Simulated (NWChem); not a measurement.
Molecule: C₄H₂FI; SMILES F/C(=C\C#C)I

Program: NWChem. Pople sets run with spherical d functions. The geometry was optimised at PBE0/def2-SVP (def2 core potentials past Kr). No frequency run checked for a minimum.

Problem. What does the run give for TPSS/6-311G**, non-relativistic? Quantities: highest occupied level (eV); orbital gap (eV); dipole (D).

Solution. The highest occupied level (eV) is -5.89 and the orbital gap (eV) is 3.77. The dipole (D) is 0.80.
